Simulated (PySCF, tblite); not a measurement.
Isomers of C5H9OPS, one GFN2-xTB conformer each. Single-point energies are computed at PBE0/pcSseg-1 (PySCF, gas phase, no added dispersion term), electronic only.

Task: Rank them by PBE0/pcSseg-1 energy, lowest first (kJ/mol).
A. `[CH3:1][CH2:2][P@@:3]1(=[S:4])[CH:5]=[C:6]1[O:7][CH3:8]` with C1–C2–P3–S4 54°, C5–C6–O7–C8 180°
B. `[CH2:1]=[CH:2][C@@H:3]1[CH2:4][P@:5]1(=[S:6])[CH2:7][OH:8]` with C1–C2–C3–C4 -154°, C4–P5–C7–O8 101°, P5–C7–O8–H 54°
C. `[O:1]=[C:2]1[CH2:3][CH2:4][PH:5](=[S:6])[CH2:7][CH2:8]1` with O1–C2–C3–C4 -115°, C2–C3–C4–P5 -63°, C3–C4–P5–S6 -67°, C4–P5–C7–C8 -59°

Result: C (0.0), B (196.3), A (236.6).

As drawn, the lowest has a C=O bond, which the highest lacks; the highest has a three-membered ring and a C=C bond outside aromatic rings, which the lowest lacks. GFN2-xTB itself gives, in the same order: 0.0, 218.2, 240.6. Both levels put the same isomer lowest; measured from each level's own lowest isomer, the values differ by up to 21.9 kJ/mol (C=C[C@@H]1C[P@]1(=S)CO: 218.2 against 196.3).

Task: Which frontier levels, dipoles and rotational constants go with these structures?

Result: 
```tsv
SMILES	HOMO (eV, PBE0/pcSseg-1)	LUMO (eV)	dipole (D)	A, B, C (MHz)
O=C1CC[PH](=S)CC1	-6.88	-0.88	2.64	2731, 1005, 924.0
C=C[C@@H]1C[P@]1(=S)CO	-6.42	-0.73	3.69	2042, 947.1, 771.2
CC[P@@]1(=S)C=C1OC	-6.45	-0.15	4.40	1721, 1064, 921.7
```

Task: What happens when harmonic zero-point energies from GFN2-xTB frequencies are added?

Result: 
```tsv
SMILES	ZPE (kJ/mol)	electronic (kJ/mol)	with ZPE (kJ/mol)
O=C1CC[PH](=S)CC1	342.2	0.0	0.0
C=C[C@@H]1C[P@]1(=S)CO	335.4	196.3	189.5
CC[P@@]1(=S)C=C1OC	336.7	236.6	231.2
```

The zero-point energies span 6.8 kJ/mol. The order is unchanged.
